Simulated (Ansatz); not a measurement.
A run for Ansatz (a first-principles code): U-CCSD(T)/def2-TZVPP on CdH2 (SMILES [CdH2]), a point of a bond scan (R = 2.017 Å). Elements past Kr take the def2 small-core potentials; no spin–orbit coupling.

Ansatz 0.2 input:
```yaml
crystal:
  periodic: [false, false, false]
  atoms:
    - {symbol: Cd, position_ang: [0.00000000, 0.00000000, 0.00000000]}
    - {symbol: H, position_ang: [0.00000000, 0.00000000, 2.01740174]}
    - {symbol: H, position_ang: [-0.00000000, -0.00000000, -1.68116812]}
basis:
  gaussian:
    orbitals: def2-TZVPP
correlation: {method: ccsd_t, electrons: outside_noble_gas}
scf: {omitted_lower_state_checks: [cluster_reference]}
magnetization: {spin_polarized: true, initial_magnetization: 0}
```

Program output:

```
WARN ansatz: RAYON_NUM_THREADS=1 ignored (pool sized by the plan → 1); use --threads N
Functional definition: HF
these checks for a lower state are left out or cut short: cluster_reference
integrals: 0.10 GiB planned
539 factors; integrals over basis functions are off by at most 2.1e-3 eV
mean field: 0.15 GiB planned
mean field evaluation 1: about -4570.3942 eV, gradient 7.1e0 eV
mean field evaluation 2: about -4570.3941 eV, gradient 7.1e0 eV
mean field evaluation 4: about -4570.8313 eV, gradient 1.2e0 eV
mean field evaluation 8: about -4570.8411 eV, gradient 1.9e-4 eV
mean field -4570.84112712 eV, -167.9753131942 hartree, gradient 1.2e-6 eV, S^2 0.000000; 0 other end points of the search recorded, 0 dependent functions left out
4 core orbitals not correlated
reference -4570.84112712 eV, -167.9753131942 hartree; 7, 7 occupied and 73, 73 virtual orbitals, 539 factors
second order -12.62903298 eV of doubles, -0.00000000 eV of singles
coupled cluster: 0.32 GiB planned
cycle   1  -11.83620919 eV  change    7.9e-1 eV  update   8.1e-2
cycle   2  -12.15366880 eV  change   -3.2e-1 eV  update   2.6e-2
cycle   3  -12.19393138 eV  change   -4.0e-2 eV  update   1.5e-2
cycle   4  -12.17871670 eV  change    1.5e-2 eV  update   4.3e-3
cycle   5  -12.18113357 eV  change   -2.4e-3 eV  update   1.7e-3
cycle   6  -12.18174602 eV  change   -6.1e-4 eV  update   4.2e-4
cycle   7  -12.18148676 eV  change    2.6e-4 eV  update   1.1e-4
cycle   8  -12.18155662 eV  change   -7.0e-5 eV  update   2.6e-5
cycle   9  -12.18157213 eV  change   -1.6e-5 eV  update   7.2e-6
perturbative correction -0.38976589 eV, -0.0143236323 hartree
Total energy: -4583.41246513 eV, -168.4373013451 hartree
Checks for a lower state left out: cluster_reference
```

The calculation finished and met its thresholds.

Cost: roughly 4 core-seconds.
